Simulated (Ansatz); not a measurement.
The same path of AlBrH5NO2 (10 atoms, charge 0, multiplicity 1) was run twice with different band settings.

All numbers below come from RKS PBE/def2-SVP (Ansatz).

Relaxed end points:

```xyz
10
Properties=species:S:1:pos:R:3
Al -0.117 0.389 0.130
N 0.029 0.132 2.126
H -0.702 -0.513 2.457
H 0.953 -0.278 2.330
O 1.477 -0.231 -0.190
H 1.829 -0.280 -1.091
O -1.521 -0.586 -0.181
H -2.177 -0.315 -0.841
Br -0.428 2.682 -0.083
H -0.060 1.020 2.639
```

```xyz
10
Properties=species:S:1:pos:R:3
Al -0.129 0.392 0.135
N 0.012 0.130 2.128
H -0.790 -0.435 2.442
H 0.883 -0.374 2.348
O 1.396 -0.318 -0.307
H 1.872 -0.034 -1.101
O -1.611 -0.505 -0.023
H -2.084 -0.558 -0.867
Br -0.275 2.699 -0.099
H 0.010 1.023 2.640
```

Common settings: movable images 5; climbing image yes; spring 5.0 eV/Å²; optimiser quadratic models (default); start path through a guess of the saddle point; iteration limit 60; end points relaxed.

| run | force threshold |
| --- | --- |
| 1 | 0.05 eV/Å |
| 2 | 0.5 eV/Å |

What does each run give, and how far can it be trusted?

Run 1: converged after 29 iterations, highest image 0.000 eV above the first end. The highest image is an end point: on this band no image between the ends rises above it.
Run 2: converged after 8 iterations, highest image 0.171 eV above the first end. The threshold of 0.5 eV/Å is loose, so the images may lie well off the minimum-energy path. The order of the stationary point at the top wasn't checked.
